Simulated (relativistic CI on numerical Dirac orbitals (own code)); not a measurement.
Spin-allowed bands of a d2 ion in an octahedral site, by hand

Problem. Take Δ = 25800 cm⁻¹ and B = 600 cm⁻¹ for a d2 ion in an octahedral site. Calculate the three spin-allowed bands.

Working.
1. The terms of highest spin are 3F (energy 0) and 3P (15B = 9000 cm⁻¹). Here the F term splits into A2 at +1.2Δ = 30960, T2 at +0.2Δ = 5160 and T1 at −0.6Δ = -15480 cm⁻¹.
2. The two T1 states mix through the element 0.4Δ: H = [[-15480, 10320], [10320, 9000]], with roots ½(H₁₁ + H₂₂) ∓ ½√[(H₂₂ − H₁₁)² + 4H₁₂²] = ½(-6480) ∓ ½(32020) = -19250 and 12770 cm⁻¹.
3. The ground term is 3T1 at -19250 cm⁻¹.
4. Bands: 3T2 24410 cm⁻¹ (410 nm), 3T1(P) 32020 cm⁻¹ (312 nm), 3A2 50210 cm⁻¹ (199 nm).

Check. Exact diagonalisation of the whole d2 shell with these parameters gives 3T2 24410, 3T1 32020, 3A2 50210 cm⁻¹. The match is exact, since without spin-orbit coupling no other term has this spin. The ratio of the second band to the first, 1.312, depends on Δ/B = 43.0 alone, which is how a Tanabe-Sugano diagram is read.
